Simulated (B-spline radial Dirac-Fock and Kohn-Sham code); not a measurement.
These are calculated numbers from a radial atomic solver; the model is relativistic Hartree-Fock (Dirac-Fock) wave functions, averaged over the configuration.

Q: This computed X-ray form factor belongs to an atom or ion in its tabulated ground configuration. Which?

| sin θ/λ (Å⁻¹) | f₀ |
| --- | --- |
| 0.2 | 65.335 |
| 0.6 | 44.560 |
| 1.1 | 27.538 |
| 1.4 | 21.505 |
| 1.6 | 18.751 |
| 2 | 15.322 |
| 2.5 | 12.706 |
| 3.5 | 8.474 |
| 4 | 6.959 |

A: Pb¹²⁺, with 70 electrons in [Xe] 4f14 5d2. f₀ tends to the number of electrons as s goes to zero, which the first rows give only roughly, and the rate of fall reflects the nuclear charge, 82.

Q: This computed X-ray form factor belongs to an atom or ion in its tabulated ground configuration. Which?

```
sin θ/λ (Å⁻¹)      f₀
         0.05  47.638
         0.45  31.443
          0.5  29.447
          0.9  19.285
          1.1  16.740
          1.2  15.696
          1.4  13.767
          1.8  10.292
            2   8.873
```

A: Cs⁷⁺, with 48 electrons in [Kr] 4d10 5s2. f₀ tends to the number of electrons as s goes to zero, which the first rows give only roughly, and the rate of fall reflects the nuclear charge, 55.
